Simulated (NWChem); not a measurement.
System meant: CH6GaNO; SMILES [Ga]([OH])([CH3])[NH2]

NWChem input:

```
start job
memory heap 200 mb stack 900 mb global 1100 mb
geometry units angstroms noautosym nocenter noautoz
  Ga    -0.028671     0.016145    -0.024064
  C      0.259278    -1.919718     0.019481
  H     -0.172296    -2.394506    -0.874996
  H     -0.223036    -2.366259     0.902245
  H      1.332274    -2.157926     0.052929
  O     -1.647752     0.789594     0.007177
  H     -2.386575     0.176593     0.049564
  N      1.273645     1.266103    -0.103052
  H      1.075329     2.258435    -0.124366
  H      2.265763     1.073837    -0.128071
end
basis spherical
  * library 6-31g*
end
dft
  xc m06-2x
  iterations 150
end
property
  shielding
end
task dft property
```

End of the output:

```
 Vector   32  Occ=0.000000D+00  E= 6.904580D-02
              MO Center=  2.4D-01, -4.6D-02, -3.7D-02, r^2= 8.7D+00
   Bfn.  Coefficient  Atom+Function         Bfn.  Coefficient  Atom+Function
  ----- ------------  ---------------      ----- ------------  ---------------
    15      1.282482   1 Ga px               74     -0.562325   8 N  s
    16      0.317210   1 Ga py               58      0.285257   6 O  s
    14      0.242045   1 Ga s                52     -0.155949   5 H  s
    50      0.135034   4 H  s                48      0.117641   3 H  s
    56     -0.110453   6 O  py               70     -0.093597   8 N  s

 center of mass
 --------------
 x =  -0.08852080 y =   0.08075349 z =  -0.04647567

 moments of inertia (a.u.)
 ------------------
         359.423365372845           5.266909729895           9.213048657083
           5.266909729895         294.437010322396           9.488532855459
           9.213048657083           9.488532855459         641.342425673775

     Multipole analysis of the density
     ---------------------------------

     L   x y z        total         alpha         beta         nuclear
     -   - - -        -----         -----         ----         -------
     0   0 0 0     -0.000000    -29.000000    -29.000000     58.000000

     1   1 0 0      0.343639      1.785811      1.785811     -3.227983
     1   0 1 0     -0.647481     -1.034121     -1.034121      1.420760
     1   0 0 1      0.007858      1.341610      1.341610     -2.675363

     2   2 0 0    -23.377260    -96.224413    -96.224413    169.071566
     2   1 1 0      3.473786      1.050766      1.050766      1.372254
     2   1 0 1     -0.208461      2.545204      2.545204     -5.298870
     2   0 2 0    -26.407840   -121.412696   -121.412696    216.417552
     2   0 1 1     -0.075103      2.940795      2.940795     -5.956693
     2   0 0 2    -26.390027    -16.251433    -16.251433      6.112840

          -----------------------------------------
          Chemical Shielding Tensors (GIAO, in ppm)
          -----------------------------------------

 ------------------------------------------------------------------------
  xm06: d2 not coded                    0
 ------------------------------------------------------------------------
 ------------------------------------------------------------------------
  current input line :
    25: task dft property
 ------------------------------------------------------------------------
 ------------------------------------------------------------------------
 This error has not yet been assigned to a category
 ------------------------------------------------------------------------
 For more information see the NWChem manual at https://nwchemgit.github.io

0: xm06: d2 not coded:Received an Error in Communication
```

Question: Find the fault in this run and fix the input.

Answer: The run crashed. Cause: this functional's second derivatives, which shieldings need, aren't coded here; the fix takes a hybrid GGA instead. This input runs:
```
start job
memory heap 200 mb stack 900 mb global 1100 mb
geometry units angstroms noautosym nocenter noautoz
  Ga    -0.028671     0.016145    -0.024064
  C      0.259278    -1.919718     0.019481
  H     -0.172296    -2.394506    -0.874996
  H     -0.223036    -2.366259     0.902245
  H      1.332274    -2.157926     0.052929
  O     -1.647752     0.789594     0.007177
  H     -2.386575     0.176593     0.049564
  N      1.273645     1.266103    -0.103052
  H      1.075329     2.258435    -0.124366
  H      2.265763     1.073837    -0.128071
end
basis spherical
  Ga library 6-31g*
  C library 6-31g*
  H library 6-31g*
  O library 6-31g*
  N library 6-31g*
end
dft
  xc pbe0
  iterations 150
end
property
  shielding
end
task dft property
```
It converges to -2095.85600 Ha (PBE0/6-31G* (spherical d), GIAO).
